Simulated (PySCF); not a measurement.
Atomic charges by several schemes

Species: biphenylene, C₁₂H₈.
Numbering: `[cH:1]1[cH:2][cH:3][c:4]2[c:5]([cH:6]1)-[c:7]1[cH:8][cH:9][cH:10][cH:11][c:12]1-2` (hydrogens: H13 on C1; H14 on C2; H15 on C3; H16 on C6; H17 on C8; H18 on C9; H19 on C10; H20 on C11)

Geometry (PBE0-D3(BJ)/def2-SVP, Å), atoms numbered from 1 in this order:
```
atom  x, y, z in Å
C1     3.587    0.024    0.242
C2     3.371    1.301   -0.261
C3     2.068    1.792   -0.525
C4     1.037    0.927   -0.251
C5     1.258   -0.379    0.265
C6     2.517   -0.862    0.523
C7    -0.225   -0.626    0.276
C8    -1.256   -1.491    0.549
C9    -2.559   -1.000    0.284
C10   -2.775    0.277   -0.219
C11   -1.705    1.163   -0.499
C12   -0.446    0.680   -0.240
H13    4.613   -0.305    0.428
H14    4.232    1.944   -0.460
H15    1.917    2.798   -0.921
H16    2.706   -1.862    0.918
H17   -1.105   -2.497    0.945
H18   -3.419   -1.643    0.482
H19   -3.800    0.606   -0.405
H20   -1.893    2.163   -0.895
```

Density: PBE0/pcSseg-1 (PySCF); schemes: Mulliken, IAO, Hirshfeld and ESP-fitted. Isolated species at its PBE0-D3(BJ)/def2-SVP geometry, gas phase.

Task: Tabulate the Mulliken, IAO, Hirshfeld and ESP-fitted charges.

Result: In e; atoms taken as equivalent share a row and are averaged (×n: the atom named and its like, n in all):

```csv
atom,environment,Mulliken,IAO,Hirshfeld,ESP-fitted
C1/C2/C9/C10,aromatic CH carbon,-0.090,-0.149,-0.049,-0.158
C3/C6/C8/C11,aromatic CH carbon,-0.088,-0.165,-0.052,-0.203
C4/C5/C7/C12,substituted aromatic carbon,+0.005,+0.005,-0.003,+0.047
H13/H14/H18/H19,aromatic hydrogen,+0.100,+0.152,+0.050,+0.148
H15/H16/H17/H20,aromatic hydrogen,+0.074,+0.156,+0.054,+0.165
```

Mean size of the charges over all atoms: ESP-fitted 0.144 e, IAO 0.126 e, Mulliken 0.071 e, Hirshfeld 0.041 e. Each set sums to the total charge, 0, to within 0.001 e. The Hirshfeld scheme weights the molecular density at each point by an atom's share of the summed free-atom densities. The Mulliken scheme counts on each atom the diagonal of the density matrix times the overlap matrix over that atom's basis functions.

Some averages cover members that differ in this geometry: C4/C5/C7/C12, ESP-fitted +0.034 to +0.082; C3/C6/C8/C11, ESP-fitted -0.226 to -0.183; C1/C2/C9/C10, ESP-fitted -0.173 to -0.146 e.

Lowest charge. The schemes don't all agree: Mulliken C1/C2/C9/C10 (-0.090); IAO C3/C6/C8/C11 (-0.165); Hirshfeld C3/C6/C8/C11 (-0.052); ESP-fitted C3/C6/C8/C11 (-0.203).

Highest charge. The schemes don't all agree: Mulliken H13/H14/H18/H19 (+0.100); IAO H15/H16/H17/H20 (+0.156); Hirshfeld H15/H16/H17/H20 (+0.054); ESP-fitted H15/H16/H17/H20 (+0.165).

Task: How many electrons does the Hirshfeld scheme count on C10?

Result: Its own charge is -0.049 e, so Z − q = 6.049.

Task: Sum the charges by element.

Result: 
```csv
element,atoms,Mulliken,IAO,Hirshfeld,ESP-fitted
C,12,-0.695,-1.235,-0.414,-1.255
H,8,+0.695,+1.235,+0.414,+1.255
```
